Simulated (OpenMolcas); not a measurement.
**S II: effect of the active space**

| Property | Result |
| --- | --- |
| Program | OpenMolcas |
| Method | XMS-CASPT2 or its RAS form, IPEA 0.25 Eh, imaginary shift 0.1 Eh |
| Basis | ANO-RCC-VTZP |
| Scalar Hamiltonian | DKH2, point nucleus |
| Spin-orbit coupling | RASSI with atomic mean-field integrals over the reference wave functions, term energies averaged over their components |

A. 3 electrons in 3 orbitals (3p); 2S+1 = 4 odd, 1 root; 2S+1 = 2 odd, 8 roots; closed shells correlated: 2s 2p 3s; CASPT2 step of the order of 1 core-seconds
B. 5 electrons in 4 orbitals (3s 3p); 2S+1 = 4 odd, 1 root; 2S+1 = 2 odd, 8 roots; 2S+1 = 4 even, 3 roots; 2S+1 = 2 even, 9 roots; closed shells correlated: 2s 2p; CASPT2 step of the order of 2.2 core-seconds
C. 5 electrons in 8 orbitals (3s 3p 4s 4p); 2S+1 = 4 odd, 1 root; 2S+1 = 2 odd, 8 roots; 2S+1 = 4 even, 3 roots; 2S+1 = 2 even, 9 roots; closed shells correlated: 2s 2p; CASPT2 step roughly 12 core-seconds
D. 5 electrons in 9 orbitals (RAS2 3s 3p; RAS3 3d, at most 2 electrons); 2S+1 = 4 odd, 1 root; 2S+1 = 2 odd, 8 roots; 2S+1 = 4 even, 3 roots; 2S+1 = 2 even, 9 roots; closed shells correlated: 2s 2p; CASPT2 step roughly 19 core-seconds

Energies in cm⁻¹ above 3s² 3p³ ⁴S°_3/2, the measured ground level; measured values from NIST Handbook of Basic Atomic Spectroscopic Data.

```csv
Level,A,B,C,D,Measured
3s² 3p³ ⁴S°_3/2,0.0,0.0,0.0,0.0,0.0
3s² 3p³ ²D°_3/2,15300,15660,15900,15520,14853
3s² 3p³ ²D°_5/2,15320,15680,15930,15540,14885
3s² 3p³ ²P°_1/2,25730,25050,25540,25660,24525
3s² 3p³ ²P°_3/2,25750,25060,25560,25680,24572
```

Deviations, from unrounded energies. A percentage is the sum of absolute deviations over the sum of measured energies, with the sign that they share, or ± where signs differ.

| Against measurement | Levels | A | B | C | D |
| --- | --- | --- | --- | --- | --- |
| mean absolute deviation (cm-1) | 4 | 820 | 650 | 1000 | 890 |
| other terms of the ground configuration (%) | 4 | +4.1 | +3.3 | +5.2 | +4.5 |

B lies closest to measurement on these levels and C furthest from it. The largest miss of B in the table is 3s² 3p³ ²D°_3/2, by +800 cm-1. The ranking rests on the paired levels alone, and a cruder setting can come out closer through cancelling errors.

The two smallest mean deviations differ by little beside CASPT2's spread within terms, so their order carries little weight.

Among A to D the level of the table that moves most is 3s² 3p³ ²P°_3/2, by 690 cm-1 (lowest in B, highest in A). Moves below CASPT2's spread within the term are not significant.

CASPT2 breaks the degeneracy within a term, and the mean is taken; among the terms shown or strongly mixed into the levels shown the widest spread is 1500 cm-1 (3s² 3p³ ²D°, A). Over all roots computed the reference weight is 0.86 to 0.96 in B, 0.84 to 0.96 in C; the roots of lowest weight are the least certain, and an intruder state may touch them. With the s shell closed, the reference lacks s² → p² mixing (holds for A). Active for correlation alone: 4p 4s; no level in the range computed is led by a configuration that fills them, so any true level of that kind is missing (holds for C). The run also gave levels led by 3s² 3p² 3d, which use shells meant for correlation; these and all levels above them are left out (holds for D). Measured partners are found by configuration, term and J. A level has none where our copy of the source lacks it or the pairing is in doubt (some pairs that miss far off the trend of their configuration count as doubtful), and it then counts in no deviation. Levels of configurations outside the active space are missing. The table leaves out levels that lie high or whose names do not pair safely across all columns.

° marks odd parity.
